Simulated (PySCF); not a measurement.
N (nitrogen, neutral) across methods

[He] 2s2 2p3, high-spin 4S determinant. Computed with PySCF 2.14 in cc-pV5Z (6s5p4d3f2g1h, 91 functions), with the non-relativistic Hamiltonian (point nucleus).

```tsv
method	E (hartree)	mean ε 2s α (eV)	mean ε 2s β (eV)	mean ε 2p α (eV)	Σ⟨r²⟩ (bohr²)	⟨S²⟩
CAM-B3LYP	-54.5854	-24.270	-18.649	-11.663	12.42	3.753
UHF	-54.40444	-31.641	-19.751	-15.531	12.07	3.758
PBE0	-54.5463	-22.905	-16.801	-10.206	12.33	3.753
PBEsol	-54.3266	-19.684	-15.114	-8.241	12.52	3.752
PBE	-54.5353	-19.832	-15.261	-8.285	12.52	3.752
M06	-54.5795	-22.574	-16.940	-9.987	12.18	3.755
LDA	-54.1364	-19.597	-15.259	-8.388	12.56	3.753
r2SCAN	-54.5834	-21.341	-15.184	-8.886	12.28	3.755
MN15	-54.5515	-22.886	-17.745	-10.899	12.43	3.751
```
